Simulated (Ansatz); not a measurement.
A search over several starts for the lowest SCF solution of Tl2I at the given spin, in a small basis.

```yaml
crystal:
  periodic: [false, false, false]
  atoms:
    - {symbol: Tl, position_ang: [-0.124954, 0.564526, -2.911515]}
    - {symbol: Tl, position_ang: [0.644642, -0.280312, 2.883952]}
    - {symbol: I, position_ang: [-0.519687, -0.284223, 0.027563]}
basis:
  gaussian: {orbitals: def2-SVP}
magnetization: {spin_polarized: true, initial_magnetization: 1}
hamiltonian: {xc: pbe0, dispersion: d4}
output: {orbitals: {seedname: orbitals}}
```

```sh
$ ansatz run in.yaml --threads 4 --pin off --events-out ev --progress --plain --max-ram 3916MiB
```

Output, abridged:

```
Functional definition: PBE0
1040 factors; integrals over basis functions are off by at most 1.7e-4 eV
mean field evaluation 1: about -17491.3816 eV, gradient 7.6e0 eV
mean field evaluation 2: about -17491.0678 eV, gradient 1.1e1 eV
mean field evaluation 4: about -17491.9294 eV, gradient 3.9e-1 eV
mean field evaluation 8: about -17491.9468 eV, gradient 5.9e-2 eV
mean field evaluation 16: about -17491.9468 eV, gradient 2.8e-5 eV
mean field evaluation 32: about -17491.9176 eV, gradient 2.0e-4 eV
mean field evaluation 64: about -17491.9382 eV, gradient 1.1e-1 eV
mean field evaluation 96: about -17491.9435 eV, gradient 3.7e-1 eV
mean field -17491.94684933 eV, -642.8171902454 hartree, gradient 3.1e-6 eV, S^2 0.754347; 14 other end points of the search recorded, 0 dependent functions left out
reference -17491.94688081 eV, -642.8171914025 hartree; 34, 33 occupied and 44, 45 virtual orbitals, 1040 factors
Total energy: -17492.06442692 eV, -642.8215111422 hartree
```

It took 24 s on 4 threads of Intel Xeon on a shared host.

Other converged states that the search met: 0.03 eV higher (⟨S²⟩ = 0.75), 0.15 eV higher (⟨S²⟩ = 0.76).

In the def2 sets I, Tl take a core potential; there is no spin–orbit coupling. The structure comes from a short search, and lower isomers may exist.
